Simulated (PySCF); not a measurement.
## Bonding in `C=CCC(=C)C=C`

Species: C7H10.
SMILES with atom numbers: `[CH2:1]=[CH:2][CH2:3][C:4](=[CH2:5])[CH:6]=[CH2:7]` (hydrogens: H8, H9 on C1; H10 on C2; H11, H12 on C3; H13, H14 on C5; H15 on C6; H16, H17 on C7)

Cartesian coordinates in Å at the GFN2-xTB level; atoms count from 1:
```xyz
17
C7H10 angstrom
C     -1.5993   -1.4598   -1.0735
C     -1.2896   -0.2933   -0.5402
C      0.0335    0.3954   -0.7009
C      0.5394    0.9331    0.6132
C      0.5496    2.2425    0.8612
C      1.0034   -0.0060    1.6248
C      1.0284   -1.3290    1.5151
H     -2.5706   -1.9063   -0.9456
H     -0.8951   -2.0192   -1.6690
H     -2.0165    0.2486    0.0512
H      0.7625   -0.2918   -1.1349
H     -0.0967    1.2334   -1.3924
H      0.2149    2.9651    0.1358
H      0.8964    2.6392    1.8009
H      1.3568    0.4546    2.5395
H      1.3927   -1.9486    2.3171
H      0.6831   -1.8458    0.6373
```

Bond orders from the PBE0/pcSseg-1 density (PySCF). Geometry: GFN2-xTB, one conformer, isolated molecule.

(1) Where do the orders between heavy atoms depart from those drawn in the SMILES?

(2) Give the Mayer order of every bond, beside its length.

Results:

(1) The largest departure is 0.093, at C4–C5 (drawn double, 1.907).

(2) 
| bond | drawn as | length (Å) | Mayer order |
| --- | --- | --- | --- |
| C1–C2 | double | 1.319 | 1.983 |
| C2–C3 | single | 1.500 | 1.011 |
| C3–C4 | single | 1.507 | 1.042 |
| C4–C5 | double | 1.333 | 1.907 |
| C4–C6 | single | 1.456 | 1.078 |
| C6–C7 | double | 1.328 | 1.928 |
| C1–H8 | single | 1.077 | 0.953 |
| C1–H9 | single | 1.079 | 0.954 |
| C2–H10 | single | 1.082 | 0.960 |
| C3–H11 | single | 1.092 | 0.938 |
| C3–H12 | single | 1.094 | 0.928 |
| C5–H13 | single | 1.077 | 0.939 |
| C5–H14 | single | 1.077 | 0.948 |
| C6–H15 | single | 1.083 | 0.958 |
| C7–H16 | single | 1.077 | 0.944 |
| C7–H17 | single | 1.076 | 0.937 |

By pair of heavy elements: C–C: lowest C2–C3 (1.011, 1.500 Å), highest C1–C2 (1.983, 1.319 Å); in 1 of the 15 pairs the longer bond (by over 0.003 Å) has the higher order (by 0.02 or more).

Question: Sum the orders of all bonds at each heavy atom with more than one neighbour and set the sums beside the valence in the SMILES.

Answer: C1 3.890 (drawn 4), C2 3.954 (drawn 4), C3 3.919 (drawn 4), C4 4.027 (drawn 4), C5 3.794 (drawn 4), C6 3.964 (drawn 4), C7 3.809 (drawn 4). Orders between atoms that aren't bonded are not in these sums.

For a closed shell the Mayer order of atoms A and B is Σ (PS)μν (PS)νμ over the basis functions μ on A and ν on B, with P the density and S the overlap matrix.
